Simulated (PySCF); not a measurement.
Delta-SCF ions had no search for a lower state. Excitations are Tamm–Dancoff values on a coarser integration grid. The basis has no diffuse functions, so Rydberg states are missing or too high.

Cartesian coordinates (Å):
```xyz
10

O     -1.4548     1.0815    -0.4883
C     -1.0872    -0.1266     0.1938
Si     0.6804    -0.6211    -0.2335
O      1.6435     0.7184    -0.0355
H     -0.7355     1.7162    -0.3880
H     -1.2182    -0.0197     1.2802
H     -1.7943    -0.8945    -0.1295
H      0.7870    -0.9902    -1.6591
H      1.1377    -1.7370     0.6356
H      2.0415     0.8730     0.8241
```
Charge 0, spin multiplicity 1.

### Question
What is the computed vertical ionisation energy (Delta-SCF), LUMO, total energy, T1 excitation (TDA), S1–T1 gap (TDA), HOMO–LUMO gap, HOMO and brightest of the four lowest singlets (TDA) (ωB97X-D3(BJ)/def2-TZVP // B3LYP-D3(BJ)/def2-TZVP in PySCF 2.14.0)?

### Answer

```json
{
  "vertical ionisation energy (Delta-SCF)": "10.04 eV",
  "LUMO": "1.94 eV",
  "total_energy": "-481.8534 Ha",
  "T1 excitation (TDA)": "6.34 eV",
  "S1–T1 gap (TDA)": "0.40 eV",
  "HOMO–LUMO gap": "11.93 eV",
  "HOMO": "-9.99 eV",
  "brightest of the four lowest singlets (TDA)": "8.16 eV"
}
```
